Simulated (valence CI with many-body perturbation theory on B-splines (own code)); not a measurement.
## E1 transitions of Hg⁴⁹⁺

Method: valence CI with perturbative core correlation (CI+MBPT): three valence electrons over a frozen Dirac-Fock core [Ar] 3d10, a basis of 11 s, 11 p, 9 d, 7 f, 5 g, 2 h, 1 i functions for each j, with the one-electron correlation potential Σ1, the two-electron term Σ2, the three-electron term Σ3, Breit, model QED; selected CI, second order for the rest (own B-spline code, finite nucleus).

No measured spectrum was set against this ion. As an estimate, large intervals hold to a few tenths of a per cent, small ones and those within an open d or f shell to about a per cent.

Lines 51 to 100 of 272 in falling wavelength, among levels below 6096.6 × 10³ cm⁻¹, chosen from the strongest by gf and those to the six lowest levels. Wavelengths and rates use the calculated energies. Electric multipoles are in the length gauge, E1 and E2 with the static RPA response of the core. Weak lines are less certain than strong ones. Lines between different terms over intervals too small for the method are left out, as are lines whose strength nearly cancels. The highest levels of a list are the least certain.

Levels are named by their leading jj configuration (3d3/2^4 stands for four electrons in 3d with j = 3/2), which in mixed levels can hold well under half, so a name can repeat and another be missing. Letters in brackets count levels of one name in rising energy.

```tsv
λ vac (nm)	Upper	Lower	A (s⁻¹)	log gf	Branch %
9.900	(4p1/2 4p3/2^2) J=3/2	(4s 4p3/2^2) J=5/2	5.41e+10	-0.50	3.0
9.866	(4p1/2^2 4p3/2) J=3/2	(4s 4p1/2 4p3/2) J=5/2	7.81e+10	-0.34	13.3
9.835	(4p1/2 4p3/2^2) J=5/2	(4s 4p3/2^2) J=5/2	3.42e+10	-0.53	2.9
9.817	(4p1/2 4p3/2 4d5/2) J=5/2 [b]	(4s 4p3/2 4d5/2) J=7/2 [a]	2.80e+10	-0.61	1.6
9.643	(4p1/2 4p3/2 4d5/2) J=9/2	(4s 4p3/2 4d5/2) J=9/2	3.52e+10	-0.31	6.0
9.586	(4p1/2 4p3/2 4d3/2) J=5/2 [b]	(4s 4p3/2 4d3/2) J=7/2	5.87e+10	-0.31	2.3
9.441	(4p1/2^2 4d3/2) J=3/2	(4s 4p1/2 4d3/2) J=3/2 [a]	2.15e+10	-0.94	12.2
9.433	(4p1/2 4p3/2 4d3/2) J=3/2 [b]	(4s 4p3/2 4d3/2) J=5/2 [a]	3.81e+10	-0.69	1.4
9.169	(4p1/2^2 4p3/2) J=3/2	(4s 4p1/2 4p3/2) J=3/2 [a]	2.03e+10	-0.99	3.5
8.197	(4s 4p1/2 4d3/2) J=3/2 [a]	(4s 4p1/2 4p3/2) J=3/2 [b]	2.09e+10	-1.07	25.0
7.763	(4s 4p1/2 4d3/2) J=5/2	(4s 4p1/2 4p3/2) J=3/2 [b]	2.40e+09	-1.89	4.9
7.690	(4p1/2 4p3/2 4d3/2) J=5/2 [a]	(4p1/2 4p3/2^2) J=5/2	3.19e+10	-0.77	4.4
7.535	(4s 4p1/2 4d3/2) J=3/2 [a]	(4s 4p1/2 4p3/2) J=5/2	7.27e+09	-1.61	8.7
7.285	(4p1/2^2 4d3/2) J=3/2	(4p1/2^2 4p3/2) J=3/2	4.88e+10	-0.81	27.6
7.167	(4s 4p1/2 4d3/2) J=5/2	(4s 4p1/2 4p3/2) J=5/2	2.99e+10	-0.86	61.3
7.122	(4s 4p1/2 4d3/2) J=3/2 [a]	(4s 4p1/2 4p3/2) J=3/2 [a]	7.86e+09	-1.62	9.4
7.114	(4s 4p1/2 4d3/2) J=1/2	(4s 4p1/2 4p3/2) J=3/2 [b]	3.50e+09	-2.27	0.2
7.044	(4s 4p1/2 4d3/2) J=3/2 [b]	(4s 4p1/2 4p3/2) J=3/2 [b]	1.20e+10	-1.45	0.5
6.792	(4s 4p1/2 4d3/2) J=5/2	(4s 4p1/2 4p3/2) J=3/2 [a]	1.90e+09	-2.10	3.9
6.782	(4s^2 4d3/2) J=3/2	(4s^2 4p3/2) J=3/2	1.09e+10	-1.52	0.5
6.550	(4s 4p1/2 4d3/2) J=3/2 [b]	(4s 4p1/2 4p3/2) J=5/2	1.66e+09	-2.37	0.1
6.466	(4s 4p1/2 4d5/2) J=5/2 [a]	(4s 4p1/2 4p3/2) J=3/2 [b]	4.77e+09	-1.75	1.0
6.419	(4s 4p3/2 4d5/2) J=3/2 [a]	(4s 4p3/2^2) J=3/2	8.25e+10	-0.69	11.4
6.344	(4s 4p1/2 4f7/2) J=5/2	(4s 4p1/2 4d5/2) J=3/2	2.19e+11	-0.10	56.4
6.332	(4s 4p1/2 4f7/2) J=7/2 [b]	(4s 4p1/2 4d5/2) J=5/2 [b]	1.62e+11	-0.11	58.3
6.291	(4s 4p1/2 4f7/2) J=5/2	(4s 4p1/2 4d5/2) J=5/2 [b]	4.46e+10	-0.80	11.5
6.290	(4s 4p1/2 4d3/2) J=1/2	(4s 4p1/2 4p3/2) J=3/2 [a]	1.04e+10	-1.91	0.5
6.250	(4s^2 4f7/2) J=7/2	(4s^2 4d5/2) J=5/2	1.92e+11	-0.05	75.3
6.235	(4s 4p1/2 4d3/2) J=3/2 [b]	(4s 4p1/2 4p3/2) J=3/2 [a]	2.47e+10	-1.24	1.1
6.219	(4s 4p1/2 4f7/2) J=7/2 [a]	(4s 4p1/2 4d5/2) J=5/2 [a]	2.09e+11	-0.01	94.7
6.187	(4s 4p1/2 4f7/2) J=9/2	(4s 4p1/2 4d5/2) J=7/2	1.81e+11	0.02	87.0
6.141	(4p1/2 4p3/2 4d5/2) J=3/2 [a]	(4p1/2 4p3/2^2) J=3/2	1.56e+11	-0.45	14.3
6.127	(4s 4p1/2 4f7/2) J=7/2 [b]	(4s 4p1/2 4d5/2) J=7/2	4.13e+10	-0.73	14.9
6.121	(4p1/2 4p3/2 4d5/2) J=5/2 [a]	(4p1/2 4p3/2^2) J=5/2	1.62e+11	-0.26	16.5
6.080	(4s 4p1/2 4d5/2) J=3/2	(4s 4p1/2 4p3/2) J=1/2	2.35e+11	-0.28	36.9
6.057	(4s 4p1/2 4d5/2) J=5/2 [b]	(4s 4p1/2 4p3/2) J=3/2 [b]	2.31e+11	-0.12	59.6
6.047	(4s 4p1/2 4d5/2) J=5/2 [a]	(4s 4p1/2 4p3/2) J=5/2	1.32e+10	-1.36	2.9
6.009	(4s 4p1/2 4d5/2) J=3/2	(4s 4p1/2 4p3/2) J=3/2 [b]	8.00e+10	-0.76	12.6
5.952	(4s 4p3/2 4d5/2) J=5/2 [a]	(4s 4p3/2^2) J=5/2	2.78e+11	-0.05	45.2
5.950	(4p1/2^2 4d5/2) J=5/2	(4p1/2^2 4p3/2) J=3/2	3.01e+11	-0.02	69.1
5.920	(4p1/2 4p3/2 4d5/2) J=3/2 [b]	(4p1/2 4p3/2^2) J=1/2	3.48e+11	-0.14	30.3
5.900	(4p1/2 4p3/2 4d5/2) J=1/2	(4p1/2 4p3/2^2) J=1/2	5.30e+11	-0.26	47.9
5.870	(4s 4p3/2 4d5/2) J=1/2	(4s 4p3/2^2) J=1/2	5.70e+11	-0.23	73.1
5.865	(4s 4p1/2 4d5/2) J=7/2	(4s 4p1/2 4p3/2) J=5/2	3.27e+11	0.13	93.9
5.859	(4s^2 4d5/2) J=5/2	(4s^2 4p3/2) J=3/2	3.79e+11	0.07	100.0
5.857	(4s 4p3/2 4d5/2) J=3/2 [b]	(4s 4p3/2^2) J=3/2	7.13e+10	-0.83	4.4
5.792	(4p1/2 4p3/2 4d5/2) J=7/2 [b]	(4p1/2 4p3/2^2) J=5/2	6.87e+11	0.44	56.0
5.781	(4s 4p3/2 4d5/2) J=3/2 [a]	(4s 4p3/2^2) J=5/2	8.65e+10	-0.76	12.0
5.778	(4s 4p1/2 4d5/2) J=5/2 [a]	(4s 4p1/2 4p3/2) J=3/2 [a]	4.38e+11	0.12	95.6
5.757	(4s 4p3/2 4d5/2) J=7/2 [a]	(4s 4p3/2^2) J=5/2	3.09e+11	0.09	43.1
```
